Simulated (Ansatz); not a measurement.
Results of the Gaussian-basis code of Ansatz.

CH$_{7}$BSi$_{2}$, SMILES `[SiH3]B1C[SiH2]1` at its PBE0-D4/def2-TZVP geometry, where that method's forces vanish. The species carries charge 0 and has multiplicity 1.

| atom | x (Å) | y (Å) | z (Å) |
| --- | --- | --- | --- |
| Si1 | -1.2526 | -1.2998 | 0.8873 |
| B2 | 0.2496 | -0.3603 | -0.0109 |
| C3 | 0.4551 | 0.2560 | -1.3470 |
| Si4 | 1.2079 | 1.2654 | 0.2482 |
| H5 | -1.9108 | -0.4016 | 1.8780 |
| H6 | -2.2964 | -1.7990 | -0.0525 |
| H7 | -0.7119 | -2.4698 | 1.6353 |
| H8 | 1.4309 | 0.4309 | -1.8111 |
| H9 | -0.3402 | 0.3479 | -2.0849 |
| H10 | 2.5832 | 1.5654 | -0.2096 |
| H11 | 0.5852 | 2.4649 | 0.8673 |

For each bond, give half the difference of the two atoms' forces along it (eV/Å; positive pushes the atoms apart) under PBE-D4, r2SCAN-D4, B3LYP-D4, ωB97M-V in def2-TZVPP. (Estimate.)

The calculation gave: 
| bond | length (Å) | PBE-D4 | r2SCAN-D4 | B3LYP-D4 | ωB97M-V |
| --- | --- | --- | --- | --- | --- |
| Si1–B2 | 1.987 | -0.19 | -0.07 | 0.06 | 0.12 |
| Si1–H5 | 1.490 | 0.10 | -0.01 | -0.05 | -0.11 |
| Si1–H6 | 1.491 | 0.10 | -0.01 | -0.06 | -0.11 |
| Si1–H7 | 1.490 | 0.11 | -0.01 | -0.06 | -0.11 |
| B2–C3 | 1.486 | 0.10 | 0.07 | 0.03 | 0.00 |
| B2–Si4 | 1.905 | 0.14 | 0.11 | 0.12 | 0.02 |
| C3–Si4 | 2.032 | 0.14 | 0.06 | 0.23 | 0.08 |
| C3–H8 | 1.095 | 0.12 | -0.06 | -0.09 | -0.04 |
| C3–H9 | 1.089 | 0.10 | 0.01 | -0.09 | -0.10 |
| Si4–H10 | 1.480 | 0.08 | -0.05 | -0.11 | -0.13 |
| Si4–H11 | 1.487 | 0.05 | -0.02 | -0.13 | -0.11 |

B3LYP here is the variant with VWN-RPA as its local correlation; programs differ in this.
